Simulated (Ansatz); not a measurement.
Job for Ansatz (a quantum-chemistry and plane-wave program): R-CCSD(T)/aug-cc-pVDZ on N2 (SMILES N#N) with ghost functions, monomers drawn apart or pushed together.

Ansatz 0.2 input:
```yaml
crystal:
  periodic: [false, false, false]
  atoms:
    - {symbol: N, position_ang: [-0.43196087, 0.02126841, -0.04456278]}
    - {symbol: N, position_ang: [0.49950556, 0.05338491, -0.61087476]}
basis:
  gaussian:
    orbitals: aug-cc-pVDZ
    ghost_atoms:
      - {symbol: C, position_ang: [-0.30572962, -0.78929550, 4.65803084]}
      - {symbol: F, position_ang: [0.91145968, -0.76294531, 3.98559390]}
      - {symbol: H, position_ang: [-1.10543627, -0.60512323, 3.94022191]}
      - {symbol: H, position_ang: [-0.43031670, -1.77027116, 5.11823501]}
      - {symbol: H, position_ang: [-0.29963559, -0.01254508, 5.42369854]}
magnetization: {spin_polarized: false}
correlation: {method: ccsd_t, electrons: outside_noble_gas}
scf: {lower_state_search: off}
```

Task: Give the final energy of this run.

Result: -109.2930 hartree (reference determinant -108.9614, T1 diagnostic 0.013).
